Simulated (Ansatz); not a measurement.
[GaFH3]- (GaH₃F⁻) was relaxed with r2SCAN-D4 (def2-TZVPD) in Ansatz in these states: charge -1 singlet, neutral doublet. The geometries follow in no particular order.

A:

```csv
atom,x (Å),y (Å),z (Å)
Ga1,-0.085,0.055,0.005
F2,1.463,-0.953,-0.087
H3,-0.013,1.098,-1.221
H4,-0.059,0.785,1.441
H5,-1.306,-0.985,-0.138
```

B:

```
atom   x (Å)   y (Å)   z (Å)
 Ga1  -0.032   0.251   0.096
  F2   0.825  -0.164   1.574
  H3  -0.563   1.686  -0.068
  H4  -0.833  -1.113  -0.449
  H5   0.604  -0.660  -1.153
```

Q: Judge from the bond lengths which geometry belongs to which state (an estimate).

A: A is the charge -1 singlet (Ga1–F2 1.850 Å, Ga1–H3 1.611 Å, Ga1–H4 1.611 Å); B is the neutral doublet (Ga1–F2 1.758 Å, Ga1–H3 1.539 Å, Ga1–H4 1.673 Å).
